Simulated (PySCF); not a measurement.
**Computed properties of C4H4ClF, SMILES C#CC[C@H](F)Cl**

C₄H₄ClF, SMILES C#CC[C@H](F)Cl. The structure is a stationary point at r2SCAN-D4/def2-SVP. The structure was generated by enumeration; whether it is a known compound was not checked. One conformer was computed; it need not be the lowest. All values are computed for the isolated molecule unless a solvent is named; none is compared with measurement here.

**Structure.** All 24 harmonic modes at r2SCAN-D4/def2-SVP (PySCF) are real, so it is a minimum. With heavy atoms numbered as in [CH:1]#[C:2][CH2:3][C@H:4]([F:5])[Cl:6], the shortest bond between them is C1–C2 at 1.213 Å and the longest C4–Cl6 at 1.796 Å.

**Vibrations.** The strongest infrared lines (harmonic, unscaled, degenerate partners summed) lie at 1122 cm⁻¹ (94 km/mol, C 44 %, H 33 %, F 22 %), 3478 cm⁻¹ (72 km/mol, H 86 %, C 14 %), 664 cm⁻¹ (52 km/mol, H 78 %, C 22 %). The softest mode is at 84 cm⁻¹ and the zero-point energy is 42.7 kcal/mol.

**Electronic structure.** ωB97X/def2-TZVP (PySCF) places the frontier levels at -10.42 and 2.48 eV, a gap of 12.90 eV, and gives a dipole moment of 2.15 D and a mean polarisability of 56.3 bohr³. PBE/def2-TZVP (PySCF) at the same geometry gives -6.75 and -0.73 eV, so its gap is 6.88 eV narrower. An orbital gap is neither the optical nor the fundamental gap.

**Excitations.** TDA-M06-2X/def2-SVPD (PySCF) has S1 at 6.00 eV (207 nm, f = 0.000, dark); the most intense of the 10 singlets computed lies at 7.91 eV (f = 0.04). T1 (TDA) is at 5.50 eV, 0.50 eV under S1. TDA-PBE/def2-SVPD (PySCF) puts S1 at 5.98 eV. No vertical singlet excitation falls in the visible range (under 3.1 eV).

**NMR.** GIAO shifts at PBE0/pcSseg-1 (PySCF) (non-relativistic, atoms alike by connectivity averaged): ¹³C from 34.5 to 110.0 ppm against TMS; ¹H from 2.4 to 6.3 ppm against TMS; ¹⁹F at -153.1 ppm against CFCl3. Without spin–orbit terms, shifts of atoms bonded to Cl or Br come out too high.

**Solvation.** SMD-PBE0/def2-SVP (PySCF) gives -3.4 kcal/mol in water, -4.1 kcal/mol in n-hexane, -6.0 kcal/mol in 1-octanol (1 M in both phases, gas-phase geometry); of these solvents 1-octanol holds the molecule best.
